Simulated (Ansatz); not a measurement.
`[SH][Sn]([Cl])([Cl])[Cl]` → Cl• + `[SH][Sn]([Cl])[Cl]`• at 600 K and 1 bar (homolysis of the Cl–Sn bond).

Computed with Ansatz on PBE0-D4/def2-TZVP structures; ΔE is electronic, products minus reactants. CCSD(T)/CBS is the MP2 limit (def2-TZVPP, def2-QZVPP) plus CCSD(T) − MP2 in def2-TZVPP, frozen cores. This one scheme is used for every species, atoms too. No spin–orbit coupling; open shells (•) take unrestricted orbitals. Spin–orbit coupling would lower the free atoms: a little for Cl. def2 core potentials past Kr. Bonds to Sn are less sure, by a few kJ/mol each and by 10 to 20 or more in all where they break to atoms, as the def2 sets lack core-valence functions. One conformer a species, not always the lowest.

```tsv
species	CCSD(T)/CBS energy (Eh)	H − E (kJ/mol)	S (J/(mol·K))
`[SH][Sn]([Cl])([Cl])[Cl]`	-1991.90544	93.8	490.6
Cl•	-459.70966	12.5	182.8
`[SH][Sn]([Cl])[Cl]`•	-1532.05601	78.1	440.6
```

H − E and S are ideal-gas, rigid-rotor, harmonic terms from PBE0-D4/def2-TZVP, for one conformer and one mirror image of each species, with the whole ground term of open shells counted as degenerate. 1 Eh = 2625.50 kJ/mol, R = 8.31446 J/(mol·K).

By hand: ΔE, ΔH, ΔS and ΔG.

ΔE = (-459.70966) + (-1532.05601) − (-1991.90544) = 0.13977 Eh = 367.0 kJ/mol. Δ(H − E) = 12.5 + 78.1 − 93.8 = -3.2, so ΔH = 363.8 kJ/mol. ΔS = 182.8 + 440.6 − 490.6 = 132.8 J/(mol·K). ΔG = 363.8 − 600 × (132.8)/1000 = 284.1 kJ/mol.

By hand: the equilibrium constant, and the temperature at which ΔG would vanish if ΔH and ΔS stayed fixed.

log₁₀ K = −ΔG/(RT ln 10) = -24.7. ΔG = 0 at ΔH/ΔS = 2739 K, far beyond where these terms or the molecules hold.

The number of gas molecules changes by +1, which sets the sign of ΔS. A doubt of 5 kJ/mol in ΔE shifts log₁₀ K by 0.4 here. Other conformers and mirror images would add mixing entropy, several J/(mol·K) or more a flexible species. Modes under 60 cm⁻¹, often nearly free rotors, make the harmonic entropy too high. These are equilibria of isolated gas molecules and say nothing of rates. Largest T1 diagnostic: 0.016 (customary marks: 0.02 for closed shells, 0.045 for open ones).
